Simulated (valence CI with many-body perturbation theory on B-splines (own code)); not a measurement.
Values are calculated unless marked as measured or tabulated.
# From CI to CI+MBPT in Bi69+

Level of theory: configuration interaction combined with many-body perturbation theory (CI+MBPT): four valence electrons over a frozen Dirac-Fock core [Ne], radial functions for each j: 11 s, 11 p, 9 d, 7 f, 5 g, 2 h, 1 i, with the one-electron correlation potential Σ1, the two-electron term Σ2, the three-electron term Σ3, Breit, model QED; selected CI, second order for the rest (own B-spline code, finite nucleus).

The last digits are not significant, and no measured levels were compared; by estimate large intervals hold to a few tenths of a per cent, small ones and those within an open d or f shell to about a per cent.

Each rung adds one term. CI alone is the Dirac-Coulomb CI over the frozen core; QED comes last and gives the full result, which names the levels. Energies are above (3s^2 3p1/2^2) J=0 on the same rung, in eV.

Levels are named by their leading jj configuration (3d3/2^4 stands for four electrons in 3d with j = 3/2), which in mixed levels can hold well under half, so a name can repeat and another be missing. Letters in brackets count levels of one name in rising energy.

```csv
Level,CI alone,+ Σ1,+ Σ2,+ Σ3,+ Breit,Full
(3s^2 3p1/2 3p3/2) J=1,619.1,619.4,619.5,619.6,612.2,612.7
(3s^2 3p1/2 3p3/2) J=2,630.4,630.6,630.8,630.8,622.6,623.2
(3s 3p1/2^2 3p3/2) J=2,825.3,825.2,825.3,825.4,823.5,817.3
(3s 3p1/2^2 3p3/2) J=1,855.5,855.4,855.3,855.3,852.6,847.4
(3s^2 3p1/2 3d3/2) J=2,877.6,877.6,877.5,877.4,868.3,867.2
(3s^2 3p1/2 3d3/2) J=1,931.0,931.0,930.2,930.0,923.1,920.9
(3s^2 3p1/2 3d5/2) J=2,1041.4,1041.6,1041.2,1041.1,1029.5,1028.8
(3s^2 3p1/2 3d5/2) J=3,1044.5,1044.7,1044.4,1044.2,1031.4,1030.7
(3s 3p1/2^2 3d3/2) J=1,1087.5,1087.1,1086.9,1086.9,1084.9,1077.0
(3s 3p1/2^2 3d3/2) J=2,1096.8,1096.5,1096.2,1096.2,1093.6,1085.7
(3s 3p1/2^2 3d5/2) J=3,1247.4,1247.3,1246.8,1246.7,1240.5,1233.0
(3s^2 3p3/2^2) J=2,1257.4,1257.9,1258.2,1258.2,1243.4,1244.3
(3s 3p1/2^2 3d5/2) J=2,1263.4,1263.3,1262.8,1262.7,1256.8,1249.4
(3s^2 3p3/2^2) J=0,1280.2,1280.7,1281.0,1281.0,1266.9,1267.8
(3s 3p1/2 3p3/2^2) J=2 [a],1431.8,1432.0,1432.4,1432.5,1423.5,1417.8
(3s 3p1/2 3p3/2^2) J=3,1455.6,1455.8,1456.1,1456.1,1445.7,1440.1
(3s 3p1/2 3p3/2^2) J=0,1465.6,1465.8,1466.2,1466.2,1457.2,1452.2
(3s 3p1/2 3p3/2^2) J=2 [b],1483.8,1484.0,1484.0,1484.1,1472.6,1468.5
(3s 3p1/2 3p3/2^2) J=1 [a],1484.7,1484.9,1485.0,1485.0,1474.9,1470.1
(3s 3p1/2 3p3/2^2) J=1 [b],1498.5,1498.8,1498.5,1498.5,1489.8,1484.0
(3s^2 3p3/2 3d3/2) J=3,1540.4,1540.7,1540.4,1540.3,1523.7,1523.0
(3s^2 3p3/2 3d3/2) J=1,1547.5,1547.7,1547.2,1547.1,1532.8,1531.1
(3s^2 3p3/2 3d3/2) J=2,1548.1,1548.3,1547.7,1547.6,1533.8,1531.3
(3s^2 3p3/2 3d3/2) J=0,1547.8,1548.0,1547.6,1547.5,1533.5,1532.1
(3s^2 3p3/2 3d5/2) J=4,1653.3,1653.8,1653.9,1653.8,1633.9,1633.7
(3s^2 3p3/2 3d5/2) J=2,1665.0,1665.5,1665.4,1665.3,1646.1,1645.9
(3s 3p1/2 3p3/2 3d3/2) J=2 [a],1673.0,1673.0,1673.2,1673.2,1664.8,1656.6
(3s 3p1/2 3p3/2 3d3/2) J=0 [a],1679.2,1679.2,1679.5,1679.5,1671.0,1663.4
(3s 3p1/2 3p3/2 3d3/2) J=1 [a],1682.9,1682.9,1683.1,1683.1,1673.6,1666.3
(3s^2 3p3/2 3d5/2) J=3,1689.9,1690.4,1690.0,1689.8,1670.4,1670.1
(3s 3p1/2 3p3/2 3d3/2) J=3 [a],1691.0,1690.9,1691.1,1691.1,1680.3,1672.9
```

How does the ionisation energy move along the ladder, and which term matters most?

CI alone 8799.7, + Σ1 8800.9, + Σ2 8801.1, + Σ3 8800.9, + Breit 8785.2, + QED 8784.6 eV. The largest step is Breit, -15.7 eV. NIST lists 8780 ± 50 eV (theoretical).
